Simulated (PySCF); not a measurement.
# Electron correlation in S²⁺ (sulfur, charge +2)

[Ne] 3s2 3p2, high-spin 3P determinant. All numbers are calculated (PySCF 2.14, scalar relativity by spin-free X2C-1e, in dyall-acv3z). Frozen: [Ne]; 4 electrons correlated; the 31 highest virtual orbitals of each spin left out.

```tsv
level	correlation energy (mhartree)
CCSD	-91.41
(T)	-2.33
CCSD(T)	-93.74
```

Diagnostics: T1 = 0.0088, D1 = 0.0221, largest double amplitude 0.103.

Cost of the coupled-cluster step: about 17 core-seconds, for 4 correlated electrons.
